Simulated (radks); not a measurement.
Results of a calculation; reference values are marked as such.
Isoelectronic series with 46 electrons, each ion in its NIST ground configuration. Code: a radial shooting solver on a logarithmic mesh with Libxc functionals. Model: scalar-relativistic Kohn-Sham, PBE, spin-polarised, spherical densities, point nucleus. Total energies (hartree) and mean radii <r> (bohr):

ion,configuration,E (hartree),4d,4p,4s,3d
Pd,[Kr] 4d10,-5045.89144,1.590,1.044,0.9469,0.3576
Cd2+,[Kr] 4d10,-5593.68372,1.252,0.9600,0.8795,0.3347
Sn4+,[Kr] 4d10,-6173.78743,1.069,0.8834,0.8178,0.3146
Xe8+,[Kr] 4d10,-7431.63452,0.8509,0.7584,0.7133,0.2807
Ba10+,[Kr] 4d10,-8109.9681,0.7768,0.7079,0.6695,0.2663
Ce12+,[Kr] 4d10,-8821.7242,0.7160,0.6636,0.6304,0.2533
Nd14+,[Kr] 4d10,-9567.3169,0.6650,0.6245,0.5953,0.2415
Sm16+,[Kr] 4d10,-10347.1983,0.6213,0.5897,0.5636,0.2307
Gd18+,[Kr] 4d10,-11161.8588,0.5834,0.5586,0.5349,0.2208
Dy20+,[Kr] 4d10,-12011.8277,0.5501,0.5305,0.5088,0.2117
Er22+,[Kr] 4d10,-12897.6753,0.5206,0.5051,0.4849,0.2033

Estimate the row of Te6+ ([Kr] 4d10).

Answer. E (hartree) -6786.34991; 4d 0.9445; 4p 0.8164; 4s 0.7625; 3d 0.2967.
